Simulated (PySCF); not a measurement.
Point-charge models of `CCCN(N)[SiH](C)C` against its computed dipole.

Coordinates (GFN2-xTB, Å) and charges (e) from the PBE0/pcSseg-1 density (PySCF):

```
atom       x       y       z  Mulliken      IAO  Hirshfeld  ESP-fitted
  C1   1.777  -0.914   1.532   -0.2916  -0.4171    -0.1240     -0.3260
  C2   2.319   0.142   0.580   -0.2493  -0.2577    -0.0769     +0.3579
  C3   1.218   1.093   0.103   +0.0396  -0.1330    -0.0298     -0.4063
  N4   0.249   0.408  -0.724   -0.6991  -0.4413    -0.1355     +0.0073
  N5   0.826   0.045  -1.975   -0.2471  -0.4721    -0.1695     -0.7262
 Si6  -1.466   0.487  -0.531   +0.9159  +1.0264    +0.3893     +0.7517
  C7  -1.882   0.565   1.314   -0.6548  -0.7275    -0.2147     -0.6080
  C8  -2.183  -1.086  -1.324   -0.6531  -0.7316    -0.2216     -0.6428
  H9   2.561  -1.612   1.817   +0.1121  +0.1382    +0.0376     +0.0601
 H10   0.976  -1.468   1.050   +0.1180  +0.1359    +0.0301     +0.0694
 H11   1.383  -0.449   2.434   +0.1005  +0.1280    +0.0336     +0.0695
 H12   2.752  -0.339  -0.298   +0.1252  +0.1436    +0.0284     -0.0546
 H13   3.098   0.726   1.074   +0.1053  +0.1267    +0.0348     -0.0502
 H14   1.672   1.912  -0.469   +0.1016  +0.1198    +0.0276     +0.1137
 H15   0.693   1.516   0.958   +0.1037  +0.1254    +0.0392     +0.1297
 H16   0.491  -0.877  -2.233   +0.1889  +0.2517    +0.1094     +0.3320
 H17   0.535   0.698  -2.703   +0.1776  +0.2365    +0.1053     +0.3052
 H18  -2.072   1.655  -1.218   -0.1124  -0.1764    -0.1045     -0.2178
 H19  -2.951   0.452   1.459   +0.1377  +0.1575    +0.0429     +0.1506
 H20  -1.386  -0.218   1.878   +0.1448  +0.1567    +0.0420     +0.1334
 H21  -1.596   1.519   1.746   +0.1392  +0.1536    +0.0405     +0.1319
 H22  -1.720  -1.987  -0.932   +0.1357  +0.1518    +0.0394     +0.1359
 H23  -2.057  -1.090  -2.403   +0.1252  +0.1486    +0.0356     +0.1228
 H24  -3.249  -1.156  -1.128   +0.1361  +0.1562    +0.0410     +0.1610
```

**Question.** Form Σ q r in debye for every column and set it beside the full dipole.

**Answer.** The full density gives (-0.84, -0.14, -0.35) D, 0.93 D in size; dipole vectors point from the negative to the positive end.

```
    scheme     μx     μy     μz  size (D)  share of the full size (%)  angle to the full dipole (°)
  Mulliken   0.01   0.96  -0.03      0.96                         104                            98
       IAO  -0.89   0.68  -0.43      1.20                         130                            43
 Hirshfeld  -0.28   0.17  -0.59      0.67                          73                            48
ESP-fitted  -0.85  -0.13  -0.34      0.92                         100                             1
```

**Question.** Which set comes closest?

**Answer.** Length of the difference vector: ESP-fitted 0.01 D, Hirshfeld 0.69 D, IAO 0.83 D, Mulliken 1.43 D. Closest: ESP-fitted. The schemes that divide the density aren't constrained to reproduce the dipole.

**Question.** What is left for the Hirshfeld atoms' own dipoles?

**Answer.** The shares of the density sum to the whole, so what Σ q r misses lies in dipoles about the nuclei. The atomic dipoles sum to (-0.84, -0.14, -0.35) − (-0.28, 0.17, -0.59) = (-0.56, -0.31, 0.24) D, 0.69 D in size.

**Question.** With the origin at the mean of the coordinates, (0.000, 0.001, 0.000) Å, which are the largest single terms, by size, of the Mulliken dipole along the direction of the full one?

**Answer.** C8 -8.34, Si6 +6.45, C7 -3.57, C1 +2.89, C2 +2.82 D; all 24 atoms together -0.14 D. The single terms depend on the origin, their sum doesn't.

**Question.** Give the size of the full dipole in other units.

**Answer.** 0.93 D = 0.364 au = 0.193 e·Å = 3.09 × 10⁻³⁰ C·m.

The structure is a single GFN2-xTB conformer in the gas phase; no vibrational or solvent corrections.

These values come from a run that also computed NMR shieldings. The run took 57 s wall (grids of density and orbitals included) on one thread of an Arm Neoverse V1, shared host, and the process peaked at 1.0 GiB of memory.

The values belong to the conformer `[CH3:1][CH2:2][CH2:3][N:4]([NH2:5])[SiH:6]([CH3:7])[CH3:8]`: C1–C2–C3–N4 -66°, C2–C3–N4–N5 -70°, C3–N4–Si6–C7 -36°, H–N5–N4–C3 140°, H–N5–N4–C3 -101°.
